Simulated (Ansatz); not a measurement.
Br3In, singlet, geometry from GFN2-xTB (such geometries of metal compounds can be far from the true shape) (all electrons, no relativity). Base run: B3LYP/STO-3G in Ansatz (an electronic-structure program).

Geometry (Å):
```xyz
4

In     0.0000     0.0000     0.0000
Br    -1.9888    -1.4884    -0.1943
Br     0.0065     2.2237    -1.1241
Br     1.9824    -0.7353     1.3184
```
All else is at Ansatz's defaults.

Variants of this job, named by their change:

```json
[
 {"change": "base", "basis functions": "81", "E (Eh)": "-13323.03036"},
 {"change": "basis = 3-21G", "basis functions": "102", "E (Eh)": "-13403.17544"},
 {"change": "basis = def2-SVP", "basis functions": "122", "E (Eh)": "-7911.97105"},
 {"change": "basis = def2-SV(P)", "basis functions": "122", "E (Eh)": "-7911.97105"},
 {"change": "basis = def2-SVPD", "basis functions": "155", "E (Eh)": "-7911.98182"},
 {"change": "basis = def2-TZVPP", "basis functions": "194", "E (Eh)": "-7912.92131"},
 {"change": "basis = def2-TZVP", "basis functions": "194", "E (Eh)": "-7912.92131"},
 {"change": "basis = def2-TZVPD", "basis functions": "227", "E (Eh)": "-7912.92216"},
 {"change": "basis = def2-QZVP", "basis functions": "307", "E (Eh)": "-7913.08402"}
]
```

Totals compare only among sets that treat the same electrons; sets with core potentials leave the core out.
